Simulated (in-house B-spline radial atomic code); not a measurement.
How numerical settings move a run on Yb⁺, [Xe] 4f14 6s1. Computed with an all-electron radial atomic-structure program (B-spline basis): scalar-relativistic (X2C) M06-2X, spin-polarised, spherical fractional occupations, Fermi nucleus of rms radius 5.3108 fm.

Command:
```bash
python run_scf.py task.json out
```
Settings of the sound reference run:
```
Z                70
electrons        69
configuration    [Xe] 4f14 6s1
hamiltonian      x2c
method           m062x
spin_polarised   True
nucleus          fermi
rms_radius       5.3108
mass_number      174
atomic_mass      173.9389
speed_of_light   137.036
knot_spacing     0.22
spline_order     8
gauss_points     12
box_radius       35.29
max_iterations   70
damping          0.5
damped_steps     3
diis_vectors     10
tolerance        1e-08
start            Thomas-Fermi
```

Run time, properties included: 1.1 s on 1 thread of Arm Neoverse N1 (shared host).

It converges in 11 iterations to -14060.901516 hartree, with 6s up at -10.8183 eV. The other runs change the listed settings, some to values that make no sense; their results aren't properties of the atom or ion. Radii are in bohr (the nuclear one in fm), a minus after a letter asks for a j subshell, and «unchanged» means within 1e-8 hartree. The run stops when the residual is below 10 × tolerance × max(1, Z/10), or a noise floor if that is larger, and the energy moves by less than 1e-8 × √|E| hartree; so very loose and very tight tolerances often act alike.

| changed settings | outcome |
| --- | --- |
| spline_order = 4 | converged in 10 iterations, energy +9.61e-03 hartree from the reference, 6s up level -1.5e-02 eV |
| box_radius = 7.06, first_knot = 1.43e-05, max_iterations = 50, damping = 0.2, damped_steps = 30 | converged in 44 iterations, energy +8.53e-03 hartree from the reference, 6s up level +2.9e-01 eV (the program warns: 6s up reaches the box edge; 5p up reaches the box edge) |
| spline_order = 7, box_radius = 10.59, first_knot = 0.0143, max_iterations = 75, start = bare nucleus | converged in 11 iterations, energy +2.18e+00 hartree from the reference, 6s up level +5.1e-03 eV (the program warns: 6s up reaches the box edge) |
| diis_vectors = 4 | converged in 11 iterations, energy unchanged, 6s up level +1.1e-06 eV |
| spline_order = 6 | converged in 11 iterations, energy +2.00e-05 hartree from the reference, 6s up level -7.0e-03 eV |
| diis_vectors = 20 | converged in 11 iterations, energy unchanged |
| spline_order = 7 | converged in 11 iterations, energy +2.39e-04 hartree from the reference, 6s up level -5.5e-03 eV |
| damping = 0.2 | converged in 14 iterations, energy unchanged, 6s up level +2.1e-06 eV |
| box_radius = 141.16, first_knot = 0.000143, max_iterations = 60 | converged in 10 iterations, energy -3.26e-05 hartree from the reference, 6s up level -1.7e-03 eV |
| diis_vectors = 2 | converged in 20 iterations, energy unchanged, 6s up level -6.6e-07 eV |
| damping = 0.8 | converged in 12 iterations, energy unchanged, 6s up level +1.5e-06 eV |

Question: What happens with spline_order = 7, max_iterations = 100, diis_vectors = 2, start = bare nucleus?

Answer: Converged in 14 iterations, energy +2.39e-04 hartree from the reference, 6s up level -5.5e-03 eV.

Question: What happens with spline_order = 3?

Answer: Converged in 10 iterations, energy +4.86e-01 hartree from the reference, 6s up level +1.6e-02 eV.

Question: What happens with hamiltonian = dirac, method = hf?

Answer: Stopped with error: spin polarisation is not served with the Dirac Hamiltonian.

Question: What happens with spline_order = 5?

Answer: Converged in 11 iterations, energy +4.00e-04 hartree from the reference, 6s up level -2.7e-04 eV.
